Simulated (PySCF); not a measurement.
## Exercise with solution: oscillator strength and radiative lifetime

BFH₅NO₂Si, SMILES OB(O)N[SiH2]F.

Geometry optimised at B3LYP-D3(BJ)/def2-SVP. The structure was generated by enumeration, and PubChem lists no compound with its InChIKey, so it may never have been made. Other conformers were not sampled.

TDDFT-PBE0/def2-SVPD (PySCF) puts the first singlet state with f over 0.02 at 8.55 eV (vertical), with the transition dipole (1.132, 0.104, 0.107) in atomic units.

Find the oscillator strength, the wavelength and the radiative lifetime that this transition would have in vacuum if emission retraced absorption.


|μ|² = 1.3037 au, so |μ| = 2.90 D. ΔE = 8.55/27.211 = 0.3142 hartree. f = (2/3) ΔE |μ|² = 0.273 (the program prints 0.273).
λ = 1239.84/8.55 = 145 nm; ν = 68960 cm⁻¹.
Einstein's coefficient A = 0.6670 ν² f s⁻¹ (ν in cm⁻¹) = 8.7e8 s⁻¹, so τ = 1/A = 1.2 ns. This state is S9; the lower singlets have f = 0.000, 0.002, 0.012, 0.000, 0.014, 0.000, 0.016, 0.017. The figure is the radiative limit of this one transition; relaxation, internal conversion, crossing to triplets and a medium change what is measured.
